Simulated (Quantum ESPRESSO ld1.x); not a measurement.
Results of a calculation; reference values are marked as such.
Question: The mean radii <r> (bohr) of the occupied orbitals of an atom or ion are listed with their occupations. Level of theory: non-relativistic Kohn-Sham, LDA (Slater exchange, Perdew-Zunger correlation), spin-polarised, spherical densities, point nucleus (ld1.x of Quantum ESPRESSO 7.5).

| orbital | occ. | <r> |
|---|---|---|
| 1s up | 1 | 0.1765 |
| 1s down | 1 | 0.1765 |
| 2s up | 1 | 0.8154 |
| 2s down | 1 | 0.8137 |
| 3s up | 1 | 2.100 |

Name the element and its charge. Open shells, if any, are filled with parallel spins first.

Answer: Z = 9, fluorine, charge +4: F4+ in [He] 2s2 3s1. The 1s radius gives Z: for a bare nucleus <r> = 1.5/Z, 0.1667 bohr for Z = 9, and screening makes it slightly larger (0.1765 here). The occupations add up to 5, and the charge is Z minus that.
